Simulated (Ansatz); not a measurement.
Ansatz (a first-principles code) input:

Ansatz 0.2 input:
```yaml
crystal:
  periodic: [false, false, false]
  atoms:
    - {symbol: C, position_ang: [2.87588052, 0.80419199, 0.50394934]}
    - {symbol: C, position_ang: [1.55032907, 0.08709498, 0.75149794]}
    - {symbol: C, position_ang: [0.56890035, 0.26316314, -0.35319606]}
    - {symbol: C, position_ang: [-0.86266990, -0.18455602, -0.27152673]}
    - {symbol: C, position_ang: [-1.67589682, 0.85076285, 0.54036564]}
    - {symbol: C, position_ang: [-0.98192544, -1.55530385, 0.41479937]}
    - {symbol: C, position_ang: [-1.45013675, -0.27530599, -1.68692619]}
    - {symbol: H, position_ang: [2.72317666, 1.88012397, 0.39615580]}
    - {symbol: H, position_ang: [3.34766319, 0.44212658, -0.41200524]}
    - {symbol: H, position_ang: [3.57428367, 0.64469461, 1.32704134]}
    - {symbol: H, position_ang: [1.11853288, 0.43997247, 1.70077161]}
    - {symbol: H, position_ang: [1.74305212, -0.98129950, 0.92030046]}
    - {symbol: H, position_ang: [0.84293607, 0.90883670, -1.18134418]}
    - {symbol: H, position_ang: [-2.72360279, 0.54598407, 0.61028668]}
    - {symbol: H, position_ang: [-1.63784233, 1.83284472, 0.06576872]}
    - {symbol: H, position_ang: [-1.28520918, 0.94872834, 1.55470107]}
    - {symbol: H, position_ang: [-0.41196681, -2.31364045, -0.12562399]}
    - {symbol: H, position_ang: [-0.61458425, -1.52356683, 1.44156423]}
    - {symbol: H, position_ang: [-2.02613151, -1.87363948, 0.44531911]}
    - {symbol: H, position_ang: [-1.38059745, 0.68687506, -2.19917387]}
    - {symbol: H, position_ang: [-0.91335774, -1.01480414, -2.28421283]}
    - {symbol: H, position_ang: [-2.50323858, -0.56351845, -1.65332869]}
basis:
  gaussian:
    orbitals: def2-TZVP
hamiltonian:
  xc: b3lyp
  dispersion: d3bj
magnetization: {spin_polarized: true, initial_magnetization: 1}
phonons: {temperatures: {t_min: 298.15, t_max: 298.15, t_step: 100}}
```

Question: What final total energy does it print?

Answer: -275.86801 Eh (B3LYP-D3(BJ)/def2-TZVP). The basis has 307 functions.

It need not be the lowest isomer of its formula.
